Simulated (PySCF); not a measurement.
# Spinor energies of Ta(41+) (tantalum, charge +41)

Start: [Ar] 3d10 4s2 4p2; 4p1/2 filled at m_j = -1/2, +1/2. Calculated with PySCF 2.14 in an even-tempered Gaussian basis (16 s from 5 bohr⁻², ratio 2.8; 13 p from 6.5 bohr⁻², ratio 2.8; 8 d from 12 bohr⁻², ratio 2.8; 4 f from 29 bohr⁻², ratio 3): generalised Hartree-Fock with the X2C-1e Hamiltonian and a Gaussian nucleus; one run each with spin-orbit coupling (SO) switched off, then screened by Boettger's factors.

```
spinor shell  electrons  ε, spin-free (eV)  ε, screened SO (eV)  weight of nominal j (screened SO)  rms radius, screened SO (bohr)
       1s1/2          2           -69721.2             -69696.3                              1.000                          0.0211
       2s1/2          2           -13704.4             -13694.3                              1.000                          0.0852
       2p1/2          2           -12252.3             -13159.3                              1.000                          0.0725
       2p3/2          4           -12252.3             -11876.8                              1.000                          0.0798
       3s1/2          2            -4591.4              -4586.1                              1.000                           0.216
       3p1/2          2            -4148.2              -4354.1                              1.000                           0.206
       3p3/2          4            -4148.2              -4058.0                              1.000                           0.221
       3d3/2          4            -3644.9              -3679.4                              1.000                           0.193
       3d5/2          6            -3644.9              -3614.9                              1.000                           0.197
       4s1/2          2            -2135.8              -2133.8                              1.000                           0.455
       4p1/2          2            -1990.0              -2047.1                              1.000                           0.445
```

```
   quantity     spin-free   screened SO
E (hartree)  -14510.16642  -14531.35922
        M_J             0             0
       ⟨J²⟩         2.001         0.000
       ⟨L²⟩         2.001         1.373
       ⟨S²⟩         2.000         1.373
```

Breit and QED terms are absent; they matter most for the inner s and p1/2 levels.

Densities and radii are taken from the X2C orbitals without a picture-change correction, which distorts them close to the nucleus.

Without spin-orbit coupling the j labels of p, d and f shells carry no meaning; the spin-free column gives the mean over the occupied spinors of each nl shell.
